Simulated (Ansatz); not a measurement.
Isolated molecules relaxed with PBE0-D4/def2-TZVP in Ansatz; ΔE leaves out vibrations. CBS: MP2 limit from def2 TZ/QZ plus the TZ coupled-cluster correction, frozen cores. This one scheme is used for every species. Functionals use def2-TZVPP. B3LYP here is the variant with VWN-RPA as its local correlation; programs differ in this. Each species was taken in one conformer, which may not be the lowest.

Consider the formal exchange of groups at a B–Cl bond: `OBCl` + `BC#CC` → `BC#CBO` + `CCl`.

CCSD(T)/CBS gives +0.98 eV.

Another level gave +0.95 eV. Which?
A. LDA (SPW92)/def2-TZVPP
B. BLYP/def2-TZVPP
C. r2SCAN0/def2-TZVPP
D. B3LYP-D4/def2-TZVPP

D. B3LYP-D4 0.95, r2SCAN0 1.04, BLYP 0.90, LDA (SPW92) 1.09 eV.

What do rigid-rotor, harmonic-oscillator terms from PBE0-D4/def2-TZVP frequencies (298.15 K, 1 bar) make of the CCSD(T)/CBS value? (Best estimate.)

The calculation gave: ΔZPE = +0.01 eV, ΔH = +0.98 eV, ΔS = -28 J/(mol·K), ΔG = +1.07 eV. Modes under 50 cm⁻¹ make the entropy rough.

Largest T1 diagnostic among the species: 0.016.

From BLYP to BHLYP (50 % exact exchange), in def2-TZVPP and without D4, ΔE moves by +0.08 eV. Leaving LDA and LC-ωPBE aside and taking each functional with its dispersion term where it has one, the values, not all of them listed here, spread over 0.15 eV, from BLYP-D4 to PBE-QIDH. LDA lies +0.11 eV from PBE without D4.
